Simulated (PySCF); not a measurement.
Br3Sb, SMILES [Br][Sb-]([Br])[Br], charge -1, multiplicity 2.

Geometry optimised at r2SCAN-D4/def2-SVPD. The def2 effective core potentials stand for the cores of Sb; spin–orbit coupling is left out.

Method: IEF-PCM-ωB97X/def2-SVPD run with PySCF.

The values are the electrostatic part of the solvation free energy, E(continuum) − E(gas) at the gas-phase geometry, in a cavity of scaled van der Waals radii (PySCF's table); cavitation and dispersion terms are not included. A continuum can't describe solvent molecules that bind to the metal.

Computed values in water (ε = 78.36), tetrahydrofuran (ε = 7.43), n-hexane (ε = 1.88):
| solvent | ε | ΔG(elec) (kcal/mol) |
|---|---|---|
| water | 78.36 | -45.3 |
| tetrahydrofuran | 7.43 | -39.3 |
| n-hexane | 1.88 | -20.8 |
